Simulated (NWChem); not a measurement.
C$_{5}$H$_{5}$F; SMILES FC1=CC=CC1

```xyz
11

F      0.0035     2.0416     0.0000
C      0.0685     0.7196     0.0000
C      1.1768    -0.0439     0.0000
C      0.7334    -1.4400     0.0000
C     -0.6157    -1.5029     0.0000
C     -1.1697    -0.1111     0.0000
H      2.2066     0.3112     0.0000
H      1.4127    -2.2943     0.0000
H     -1.2283    -2.4045     0.0000
H     -1.7973     0.1003    -0.8847
H     -1.7973     0.1003     0.8847
```
Atoms are numbered in this order, from 1.

Level: PBE0/def2-SVP (NWChem), optimised geometry, unscaled harmonic frequencies. 

```
frequency (cm⁻¹)  IR intensity (km/mol)
----------------  ---------------------
265                                 3.1
389                                10.1
410                                 3.5
509                                 1.9
626                                20.1
689                                44.8
806                                 7.3
873                                23.9
907                                 8.2
927                                16.9
966                                 0.4
972                                13.4
1013                                2.1
1105                                0.9
1114                                1.2
1221                                3.7
1258                                9.4
1368                               43.0
1377                               16.8
1422                               60.6
1628                               40.8
1724                              122.4
3062                                1.3
3109                                0.5
3235                                4.7
3262                                4.2
3268                                0.4
```

```yaml
zero_point_energy: 53.6 kcal/mol
thermal correction to the enthalpy at 298.15 K (with zero-point energy): 57.2 kcal/mol
heat capacity Cv: 18.3 cal/(mol K)
entropy at 298.15 K and 1 atm (symmetry number 1): 71.2 cal/(mol K)
dipole_moment: 1.09 D
```

Rigid rotor and harmonic oscillator.
